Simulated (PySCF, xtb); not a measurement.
SiHBr₃, SMILES [SiH](Br)(Br)Br.

GFN2-xTB (xtb 6.7.1) at its own geometry gives an orbital gap of 5.76 eV and a dipole moment of 3.49 D.

Coordinates come from a ωB97X-D3(BJ)/def2-SVP optimisation.

Q: What does PySCF with M06-2X/def2-TZVP give? (An estimate is asked for; the answer gives what the named calculation found.)

A: gap 9.59 eV (levels -9.76 and -0.17 eV), dipole 0.77 D.
